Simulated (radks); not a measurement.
The numbers below are computed, except where a source is named.
Initial-state core-level shifts of the zinc ion Zn3+ when its valence configuration changes from [Ar] 3d9. Code: a radial shooting solver on a logarithmic mesh with Libxc functionals. Model: Dirac Kohn-Sham, PBEsol, spin-unpolarised, spherical densities, finite nucleus; open shells fill j = l - 1/2 first; Fermi nuclear charge, rms radius 3.9283 fm. Shifts are changes of the shell-averaged eigenvalues in eV (positive: less bound); the change of the density at the nucleus, which sets a Mossbauer isomer shift, is in e/bohr^3, on a base of 2.502e+04.

valence	2s	2p	3s	3p	density at nucleus
3d7 4s2	-23.513	-23.315	-19.186	-18.716	+53.431
3d7 4p2	-26.042	-25.826	-21.779	-21.287	+9.506
3d8 4p1	-12.471	-12.367	-10.661	-10.421	+4.245
3d7 4s1 4p1	-24.791	-24.584	-20.494	-20.013	+31.701
3d8 4s1	-11.149	-11.052	-9.287	-9.058	+24.330
3d7.5 4s1.5	-17.183	-17.035	-14.167	-13.818	+38.246
3d8.5 4s0.5	-5.418	-5.370	-4.559	-4.446	+11.601
3d8.5 4p0.5	-6.091	-6.041	-5.263	-5.145	+1.994
3d7.5 4p1.5	-19.124	-18.964	-16.171	-15.806	+6.749
